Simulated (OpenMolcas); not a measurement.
Computed levels of 5s2 5p4 in ions with 52 electrons, in cm-1 above 3P2.

```yaml
Program: OpenMolcas 26.06
Method: CASSCF
Basis: ANO-RCC-VQZP
Scalar_Hamiltonian: DKH2, point nucleus
Spin-orbit_coupling: state interaction with AMFI integrals over the reference wave functions, term energies averaged over their components
```

Active space for each ion: 6 electrons in 8 orbitals (5s 5p 6s 6p).

```json
{"Level": "3P1", "Te": "4104", "Xe2+": "8584"}
{"Level": "3P0", "Te": "4216", "Xe2+": "7409"}
{"Level": "1D2", "Te": "12150", "Xe2+": "18680"}
{"Level": "1S0", "Te": "21498", "Xe2+": "33572"}
```

Estimate 3P0, 1D2, 1S0 for I+ from its neighbours Te and Xe2+.

3P0 is fine structure, which grows about as the fourth power of a screened charge, so the fourth roots are averaged: ((4216^0.25 + 7409^0.25) / 2)^4 = 5645. The calculation gives 5798, so the estimate is off by -2.6 %; the measured value is 6448 (NIST Handbook of Basic Atomic Spectroscopic Data).
1D2 is another term, which grows about linearly with the charge: (12150 + 18680) / 2 = 15415. The calculation gives 15329, so the estimate is off by +0.6 %; the measured value is 13727 (NIST Handbook of Basic Atomic Spectroscopic Data).
1S0 is another term, which grows about linearly with the charge: (21498 + 33572) / 2 = 27535. The calculation gives 27352, so the estimate is off by +0.7 %; the measured value is 29501 (NIST Handbook of Basic Atomic Spectroscopic Data).

Active for correlation alone: 6p 6s; no level in the range computed is led by a configuration that fills them, so any true level of that kind is missing. Some high roots are left out of the spin-orbit mixing, which shifts the levels that they would mix with (holds for Te). Measured partners are found by configuration, term and J. A level has none where our copy of the source lacks it or the pairing is in doubt (some pairs that miss far off the trend of their configuration count as doubtful), and it then counts in no deviation. Levels of configurations outside the active space are missing.
